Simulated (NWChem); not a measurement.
Isomers of CH₅Cl₂FSi₂, each optimised at PBE0/def2-SVP with NWChem, gas phase unless a solvent is named. Flexible species stand in one conformer each, which need not be the lowest.  Relative energies count from the lowest isomer at each level and are electronic, without zero-point energy, on those geometries.

A: [Si@@H](F)([SiH](Cl)Cl)C
B: FC[Si@@H]([SiH2]Cl)Cl
C: F[SiH2]C[SiH](Cl)Cl
D: C[Si@@H](Cl)[Si@@H](F)Cl

Problem. Which isomer is lowest, and do the levels agree? Levels: PBE0/def2-SVP; PBE/def2-TZVP; B3LYP/def2-TZVP; TPSSh/def2-TZVP; BLYP/def2-TZVP; Hartree-Fock/def2-TZVP.

Solution. All put C lowest.
```tsv
quantity	A	B	C	D
relative energy, PBE0/def2-SVP (kcal/mol)	4.2	57.2	0.0	2.9
relative energy, PBE/def2-TZVP (kcal/mol)	2.6	58.6	0.0	1.3
relative energy, B3LYP/def2-TZVP (kcal/mol)	4.5	62.3	0.0	3.3
relative energy, TPSSh/def2-TZVP (kcal/mol)	5.1	60.4	0.0	3.8
relative energy, BLYP/def2-TZVP (kcal/mol)	3.2	60.2	0.0	2.1
relative energy, Hartree-Fock/def2-TZVP (kcal/mol)	7.2	65.5	0.0	5.9
```
